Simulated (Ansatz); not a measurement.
Ge(CF3)Me3 (C₄H₉F₃Ge), 17 atoms. Hardware: 4 threads of Intel Xeon on a shared host.

Correlated methods freeze 16 core orbitals; core or outer-core shells of Ge are correlated, in sets that lack core-valence functions.

How many basis functions does each of these Ansatz runs have, and roughly what does it cost? PBE0-D4/def2-SVP, charge -1 doublet at the geometry of the charge 0 singlet, energy; PBE-D4/def2-TZVPD, charge 0 singlet, energy, from earlier orbitals; r2SCAN-D4/def2-TZVP, charge 0 singlet, energy, from earlier orbitals; ωB97X-V/def2-TZVP, charge 0 singlet, energy, from earlier orbitals; PBE0-D4/def2-SVP, charge 0 singlet, energy, from earlier orbitals; PBE-D4/def2-SVP, charge 0 singlet, energy, from earlier orbitals; PBE0-D4/def2-TZVP, charge 0 singlet, energy, from earlier orbitals; LC-ωPBE/def2-TZVP, charge 0 singlet, energy, from earlier orbitals; PBE0-D4/def2-TZVP, charge 0 triplet at the geometry of the charge 0 singlet, energy; RPA@PBE/def2-TZVP, charge 0 singlet, energy, from earlier orbitals; ωB97X-V/def2-SVP, charge -1 doublet at the geometry of the charge 0 singlet, energy, from earlier orbitals; PBE0-D4/def2-SVP, charge 0 singlet, relaxation, 6 steps.

Other jobs shared the machine, so times can vary by a factor of up to 3. A dash marks memory too small to be measured apart from the calling script's.

| run | functions | fitting or Cholesky vectors | wall time | peak host memory (GiB) |
| --- | --- | --- | --- | --- |
| PBE-D4/def2-SVP, charge 0 singlet, energy, from earlier orbitals | 175 | 1949 | 3.8 s | – |
| PBE0-D4/def2-SVP, charge 0 singlet, energy, from earlier orbitals | 175 | 1988 | 6 s | 0.69 |
| LC-ωPBE/def2-TZVP, charge 0 singlet, energy, from earlier orbitals | 319 | 1942 | 11 s | 0.88 |
| PBE-D4/def2-TZVPD, charge 0 singlet, energy, from earlier orbitals | 403 | 2119 | 12 s | 0.93 |
| r2SCAN-D4/def2-TZVP, charge 0 singlet, energy, from earlier orbitals | 319 | 1942 | 12 s | 0.61 |
| PBE0-D4/def2-SVP, charge -1 doublet at the geometry of the charge 0 singlet, energy | 175 | 1768 | 14 s | 0.9 |
| PBE0-D4/def2-TZVP, charge 0 singlet, energy, from earlier orbitals | 319 | 1985 | 15 s | 1.4 |
| RPA@PBE/def2-TZVP, charge 0 singlet, energy, from earlier orbitals | 319 | 2196 | 21 s | 1.2 |
| ωB97X-V/def2-TZVP, charge 0 singlet, energy, from earlier orbitals | 319 | 1973 | 29 s | 1.4 |
| ωB97X-V/def2-SVP, charge -1 doublet at the geometry of the charge 0 singlet, energy, from earlier orbitals | 175 | 1768 | 31 s | 1.1 |
| PBE0-D4/def2-SVP, charge 0 singlet, relaxation, 6 steps | 175 | 1894 | 55 s | 0.58 |
| PBE0-D4/def2-TZVP, charge 0 triplet at the geometry of the charge 0 singlet, energy | 319 | 1985 | 2.8 min | 1.6 |
